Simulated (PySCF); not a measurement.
**Gas-phase XPS of monothioarsenate(V) anion, computed**

Species: monothioarsenate(V) anion, AsO3S (charge -3).
Geometry (PBE0-D3(BJ)/def2-SVP, Å), atoms numbered from 1 in this order:
```
atom  x, y, z in Å
O1    -0.8604   -0.6938   -0.8792
As2    0.4452   -0.2037    0.0936
O3     1.7988    0.1902   -0.8571
O4     0.0024    1.1030    1.0873
S5     1.0327   -2.0157    1.4860
```

Theory: delta-SCF UKS SCAN, pcX-2 on the ionised atom, pcseg-1 elsewhere, spin-free X2C in PySCF 2.14.0. Vertical ΔSCF values, vacuum level as zero.

Question: Give the core binding energies atom by atom.

Answer: 
```
 atom(s)          environment  level  binding energy (eV)  count
O1/O3/O4  oxygen bonded to As   O 1s               520.09      3
      S5  sulfur bonded to As   S 1s              2459.47      1
```

Question: Which effective nuclear charge Zeff reproduces each element's mean 1s value in the hydrogen-like formula E = 13.606 eV × Zeff²?

Answer: O (Z = 8): mean 520.1 eV, Zeff = 6.18, Z − Zeff = 1.82; S (Z = 16): mean 2459.5 eV, Zeff = 13.44, Z − Zeff = 2.56. Means run over the listed sites, weighted by atom count.

Atoms equivalent by their bonding share one computed value, that of the first of them. Not every level is listed. No level of arsenic is listed. The species carries charge -3, so core ionisation leaves charge -2. The basis sets have no added diffuse functions. Whether so highly charged an anion holds all its electrons in the gas phase wasn't checked; a finite basis holds them in any case. No counter-ion or solvent screens the charge of this multiply charged ion.

The run took 6.0 s of wall time on Arm Neoverse V2, one thread, no GPU, shared host with 96 logical CPUs at a one-minute load of 12, and the process peaked at 0.40 GiB of memory.
